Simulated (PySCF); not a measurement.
**Electron correlation in Ti (titanium, neutral)**

[Ar] 3d2 4s2, high-spin 3F determinant. Computed with PySCF 2.14 in aug-cc-pVDZ-DK (7s6p4d2f, 59 functions), with scalar relativity by spin-free X2C-1e. Frozen: [Ar]; 4 electrons correlated.

```json
{"level": "CCSD", "correlation energy (mhartree)": "-49.03"}
{"level": "(T)", "correlation energy (mhartree)": "-1.37"}
{"level": "CCSD(T)", "correlation energy (mhartree)": "-50.40"}
```

Diagnostics: T1 = 0.024, D1 = 0.0551, largest double amplitude 0.067.

Cost of the coupled-cluster step: of the order of 6 core-seconds, for 4 correlated electrons.
